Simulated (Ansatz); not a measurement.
BrH3NSi, SMILES `N[SiH]Br` radical, relaxed with UKS PBE0-D4/def2-TZVP in Ansatz 0.2.0 from a PBE-D4/def2-SVP geometry. The force threshold is 0.005 eV/Å; the program also tests the step.

Charge 0, multiplicity 2.

Start:

```xyz
6

N     0.001    0.920   -0.013
Si   -0.416   -0.748    0.251
Br    0.015   -1.941   -1.632
H     0.348    1.488    0.765
H    -0.476    1.489   -0.716
H     0.528   -1.207    1.345
```

How much energy does the relaxation release, and in how many steps? (An estimate is asked.)

Ansatz gave: 3.51 kJ/mol, in 13 steps, 2 of them rejected.

Which bonds change most? (Best estimate.)

Computed: N1–Si2 from 1.740 to 1.704 Å; Si2–Br3 from 2.271 to 2.242 Å; Si2–H6 from 1.516 to 1.492 Å; N1–H4 from 1.024 to 1.007 Å.

Give the relaxed structure. (Estimate.)

Computed: 
```xyz
6

N    -0.051    0.913    0.010
Si   -0.407   -0.738    0.245
Br    0.037   -1.914   -1.612
H     0.404    1.461    0.722
H    -0.485    1.475   -0.701
H     0.502   -1.197    1.335
```
